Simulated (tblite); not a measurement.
Compound: C6H9Se (doublet state).
Numbering: `[CH3:1][C@H:2]1[CH:3][CH:4]=[CH:5][Se:6][CH2:7]1` (hydrogens: H8, H9, H10 on C1; H11 on C2; H12 on C3; H13 on C4; H14 on C5; H15, H16 on C7)
Bond orders are those of one Lewis drawing.

Computed with GFN2-xTB (tblite), gas phase: L-BFGS steps from a force-field or distance-geometry start until the largest atomic force falls under 0.01 eV/Å.

Step 15: E = -558.6754 eV
```
atom  x, y, z in Å  |  force x, y, z in eV/Å
C1      1.9790   -0.2897    0.5944   -0.072   0.048   0.084
C2      0.6572   -0.2395   -0.1909   -0.045  -0.137   0.145
C3     -0.4448   -1.1065    0.3570   -0.014   0.008   0.077
C4     -1.7520   -0.7391    0.5389    0.148  -0.162  -0.207
C5     -2.2522    0.5580    0.5377    0.125  -0.012   0.286
Se6    -1.0566    1.9464    0.8063   -0.066   0.451   0.110
C7      0.2157    1.1929   -0.4698    0.091  -0.045  -0.164
H8      2.2946   -1.3151    0.7982   -0.155   0.124  -0.053
H9      1.8973    0.2423    1.5414   -0.061  -0.032  -0.017
H10     2.7517    0.1909   -0.0111   -0.041  -0.061   0.175
H11     0.9200   -0.6377   -1.1781   -0.128  -0.228  -0.157
H12    -0.1700   -2.1274    0.5861    0.042   0.032  -0.177
H13    -2.4941   -1.5153    0.6982    0.145  -0.087   0.026
H14    -3.2857    0.7628    0.7510   -0.089  -0.016   0.035
H15    -0.3446    1.2314   -1.4048    0.091   0.017  -0.147
H16     1.0769    1.8545   -0.5298    0.028   0.099  -0.017
```

Step 16: E = -558.6963 eV
```
atom  x, y, z in Å  |  force x, y, z in eV/Å
C1      1.9739   -0.2914    0.6032   -0.165   0.051   0.024
C2      0.6564   -0.2335   -0.1986    0.009  -0.180   0.060
C3     -0.4450   -1.1081    0.3413    0.105   0.051   0.103
C4     -1.7424   -0.7375    0.5542   -0.012  -0.100  -0.251
C5     -2.2548    0.5570    0.5475    0.191   0.004   0.323
Se6    -1.0597    1.9599    0.7848   -0.198   0.355   0.076
C7      0.2133    1.2043   -0.4834    0.229  -0.234  -0.209
H8      2.2801   -1.3226    0.8069   -0.182   0.223  -0.056
H9      1.8696    0.2388    1.5507    0.008  -0.063  -0.062
H10     2.7608    0.1859    0.0093   -0.119  -0.072   0.223
H11     0.9252   -0.6382   -1.1849   -0.123  -0.149  -0.083
H12    -0.1762   -2.1351    0.5526    0.076   0.070  -0.172
H13    -2.4791   -1.5145    0.7275    0.111  -0.109   0.030
H14    -3.2893    0.7427    0.7840    0.008   0.037   0.022
H15    -0.3211    1.2411   -1.4363    0.053   0.018  -0.035
H16     1.0806    1.8603   -0.5342    0.010   0.098   0.008
```

Step 17: E = -558.7202 eV
```
atom  x, y, z in Å  |  force x, y, z in eV/Å
C1      1.9654   -0.2919    0.6130   -0.229   0.041  -0.050
C2      0.6555   -0.2292   -0.2060    0.061  -0.143  -0.080
C3     -0.4428   -1.1088    0.3296    0.199   0.068   0.086
C4     -1.7307   -0.7364    0.5673   -0.183  -0.002  -0.215
C5     -2.2536    0.5563    0.5677    0.209   0.019   0.330
Se6    -1.0654    1.9817    0.7639   -0.260   0.126  -0.049
C7      0.2138    1.2138   -0.5021    0.286  -0.331  -0.164
H8      2.2608   -1.3274    0.8146   -0.185   0.246  -0.034
H9      1.8389    0.2343    1.5601    0.058  -0.069  -0.073
H10     2.7689    0.1793    0.0354   -0.176  -0.049   0.229
H11     0.9245   -0.6447   -1.1920   -0.094  -0.057   0.014
H12    -0.1817   -2.1435    0.5124    0.109   0.097  -0.149
H13    -2.4595   -1.5163    0.7555    0.065  -0.111   0.024
H14    -3.2923    0.7207    0.8172    0.143   0.093   0.006
H15    -0.2938    1.2522   -1.4722    0.007   0.007   0.094
H16     1.0843    1.8688   -0.5398   -0.009   0.064   0.030
```

Step 18: E = -558.7426 eV
```
atom  x, y, z in Å  |  force x, y, z in eV/Å
C1      1.9539   -0.2913    0.6211   -0.220   0.025  -0.095
C2      0.6554   -0.2277   -0.2136    0.071  -0.044  -0.190
C3     -0.4385   -1.1081    0.3221    0.178   0.061   0.043
C4     -1.7212   -0.7359    0.5750   -0.248   0.063  -0.112
C5     -2.2482    0.5561    0.5943    0.158   0.004   0.289
Se6    -1.0744    2.0047    0.7449   -0.208  -0.127  -0.201
C7      0.2186    1.2175   -0.5218    0.226  -0.272  -0.044
H8      2.2397   -1.3272    0.8206   -0.161   0.165   0.005
H9      1.8124    0.2294    1.5674    0.059  -0.042  -0.041
H10     2.7730    0.1729    0.0631   -0.178   0.008   0.175
H11     0.9205   -0.6539   -1.1985   -0.038   0.005   0.070
H12    -0.1841   -2.1494    0.4733    0.127   0.102  -0.114
H13    -2.4404   -1.5208    0.7790    0.027  -0.077  -0.001
H14    -3.2924    0.7028    0.8454    0.256   0.141  -0.002
H15    -0.2691    1.2620   -1.5030   -0.033  -0.018   0.175
H16     1.0872    1.8778   -0.5446   -0.015   0.007   0.044
```

Question: Estimate the geometry and energy of step 19. (The exact step hangs on the optimiser's Hessian estimate; all steps are aligned on step 18, rigid shifts and turns removed.)

Answer: E = -558.7605 eV, largest force 0.409 eV/Å
```
atom  x, y, z in Å  |  force x, y, z in eV/Å
C1      1.9408   -0.2902    0.6260   -0.145   0.012  -0.081
C2      0.6566   -0.2279   -0.2224    0.028   0.050  -0.202
C3     -0.4342   -1.1064    0.3161    0.058   0.051  -0.003
C4     -1.7163   -0.7359    0.5779   -0.171   0.063  -0.001
C5     -2.2413    0.5560    0.6196    0.076  -0.050   0.217
Se6    -1.0854    2.0208    0.7256   -0.082  -0.271  -0.295
C7      0.2268    1.2156   -0.5379    0.087  -0.101   0.065
H8      2.2200   -1.3238    0.8255   -0.124   0.025   0.039
H9      1.7929    0.2246    1.5722    0.012   0.003   0.008
H10     2.7724    0.1680    0.0881   -0.127   0.076   0.082
H11     0.9184   -0.6606   -1.2042    0.022   0.011   0.055
H12    -0.1832   -2.1512    0.4407    0.127   0.081  -0.079
H13    -2.4257   -1.5261    0.7989    0.010  -0.029  -0.039
H14    -3.2883    0.6925    0.8687    0.288   0.172   0.005
H15    -0.2507    1.2689   -1.5231   -0.054  -0.047   0.181
H16     1.0896    1.8847   -0.5470   -0.005  -0.046   0.048
```

The energy changes by -0.0180 eV. The first-order estimate −F·Δx gives -0.0252 eV and the mean of the old and new forces, exact on a quadratic surface, -0.0181 eV. The step makes an angle of 71° with the force vector and moves no atom by more than 0.033 Å.

What follows is the cost of the whole relaxation. Time: 0.34 s of wall time. Hardware: one thread of an Arm Neoverse V2, shared host with 96 logical CPUs at a one-minute load of 17.
